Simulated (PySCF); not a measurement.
How methods differ on the excitation energy of Zn

Zn [Ar] 3d10 4s2 (1S) → Zn [Ar] 3d10 4s1 4p1 (3P), as a difference of total energies. All numbers are calculated (PySCF 2.14, a scalar-relativistic core potential, in aug-cc-pwCVTZ-PP with ECP10MDF). Correlated levels: valence: 3s2 3p6 frozen; valence and next inner shell: nothing frozen outside the core potential. The calculations carry no spin-orbit coupling.

```csv
method,excitation energy (cm⁻¹)
UHF,21903
LDA,36328
PBE,34118
PBE0,31623
r2SCAN,31944
wB97X-V,32450
HSE06,31969
M06-2X,32374
MP2 (valence),31400
SCS-MP2 (valence),32246
MP2 (valence and next inner shell),31933
SCS-MP2 (valence and next inner shell),32592
```

Errors of the correlated levels include the incompleteness of this basis and the frozen core.

For comparison: 32696 cm⁻¹ (measured; NIST levels, between the centres of gravity of the two terms).
